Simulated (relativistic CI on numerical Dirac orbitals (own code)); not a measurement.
## One change at a time: Nd²⁰⁺

Base calculation: Dirac-Coulomb-Breit CI, separate exchange-only KLI orbitals for each configuration, model QED, unscaled Slater integrals.

Configuration list (outside the closed core [Ar] 3d10): 4s2 4p6 4d4, 4s2 4p5 4d5, 4s2 4p6 4d3 4f, 4s 4p6 4d5, 4s2 4p6 4d3 5s, 4s 4p6 4d4 4f, 4s2 4p6 4d3 5p, 4s2 4p6 4d2 4f 5s, 4s2 4p6 4d3 5d, 4s2 4p6 4d2 5s 5p, 4s2 4p6 4d3 6s, 4p6 4d6, 4p5 4d7, 4s2 4p6 4d2 5s2, 4s2 4p6 4d 4f 5s2, 4s 4p6 4d2 4f 5s2, 4s2 4p6 4d 5s2 5p. Double excitations out of closed p, d and f shells are left out; levels of such configurations are missing from the list, as are those of other unlisted configurations, and high levels can miss mixing partners.

Variants: (1) configuration mixing switched off; (2) one mean potential for all configurations. Shifts of the energy above 4s2 4p6 4d4 5D_0, in cm⁻¹, for the lowest level and the first level of each name with at least 55 % of one term (blank where a level changes its place among those of its configuration and J or its character, or is not in the variant):

```
           Level      Base     Δ(1)   Δ(2)
4s2 4p6 4d4 5D_0       0.0      0.0    0.0
4s2 4p6 4d4 5D_1   22016.7   -468.1   -3.4
4s2 4p6 4d4 5D_2   37622.8   -454.4   -5.1
4s2 4p6 4d4 5D_3   47630.7   -315.0   -5.7
4s2 4p6 4d4 3G_3   84997.5    +83.4   -7.2
4s2 4p6 4d4 3H_5   91956.6  -1010.3   -8.6
4s2 4p6 4d4 3P_1   93992.9   +402.3   -9.0
4s2 4p6 4d4 3H_6   99222.3  -1434.5   -9.1
4s2 4p6 4d4 3G_4  106802.7   +433.8   -9.1
4s2 4p6 4d4 3G_5  136839.2   -218.2  -12.9
4s2 4p6 4d4 3D_1  138990.4  +1944.6  -12.0
4s2 4p6 4d4 1I_6  142231.4  -1426.1  -13.3
4s2 4p6 4d4 1S_0  155588.1  +3561.6  -13.0
4s2 4p6 4d4 3P_0  201695.7  +2613.5  -12.5
```

At this charge energies of transitions that change n are usually good to better than 1 %, and those within a shell (Δn = 0) to a few per cent. Terms inside the open d or f shell come out 10 to 20 % too wide with unscaled integrals.

Ionisation energy from the two ground configurations alone: base 601.816 eV. The NIST ASD value (theoretical) is 602 eV.

LS names give the leading component of a level, which can be under half, so a name can repeat, a term be missing and a line seem to break the LS rules.
